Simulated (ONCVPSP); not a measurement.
## indium (In): one change to an ONCV potential, before and after

ONCVPSP 4.0.1 input, shortened (lines: element, Z, core and valence counts, functional; n l f; lmax; l rc ep ncon nbas qcut; lloc lpopt rc5 dvloc0; l nproj debl; icmod fcfact rcfact), LDA (Perdew-Zunger), scalar-relativistic:

```
  In 49.00    9    2        3      upf
    1    0    2.00
    2    0    2.00
    2    1    6.00
    3    0    2.00
    3    1    6.00
    3    2   10.00
    4    0    2.00
    4    1    6.00
    4    2   10.00
    5    0    2.00
    5    1    1.00
    1
    0    1.60    0.00    3    7    3.80
    1    2.10    0.00    5   10    3.50
    4    5    1.25    0.00
    0    2    0.50
    1    1    2.00
    0    0.00    0.00
```

Change: p: nproj 3.

Cutoffs: the cutoffs (Ha) at which the residual kinetic energy of the hardest occupied pseudo-wave falls to 1 and 0.1 mHa per electron; they do not see the model core or the augmentation charge, which bear on the density cutoff. Errors are all-electron minus pseudo energies relative to the spin-unpolarised reference configuration.

Q: How do hardness, ghosts and transferability respond?

A: The potential gets neither clearly harder nor softer (50 Ha and 65 Ha → 50 Ha and 65 Ha); both files keep a bound ghost (p, s); the errors of the 4 common tests hardly move; the range in which the p phases agree widens (upper end 2.7 → at the end of the scan).

| quantity | base | changed |
| --- | --- | --- |
| cutoff, loose | 50 Ha | 50 Ha |
| cutoff, tight | 65 Ha | 65 Ha |
| bound ghosts | s, p | s, p |
| GHOST(+) flags under 300 eV | none | p at 172.0 eV |
| error for 5s2 5p0, meV [ΔE 5.59 eV] | +13 | +13 |
| error for 5s1 5p0, meV [ΔE 25.26 eV] | +147 | +147 |
| error for 5s2 5p0.5, meV [ΔE 2.05 eV] | +1.9 | +2.0 |
| error for 5s1 5p2, meV [ΔE 5.94 eV] | +15 | +16 |
| s: phases at 1.62 bohr within 0.05 rad from the reference energy up to (Ha; the scan ends near 5) | to the end of the scan | to the end of the scan |
| p: phases at 2.14 bohr within 0.05 rad from the reference energy up to (Ha; the scan ends near 5) | 2.7 | to the end of the scan |

 A true bound ghost makes a file unfit for plane-wave use even where its test errors are small: the radial tests pick states by their node count and pass the ghost by.
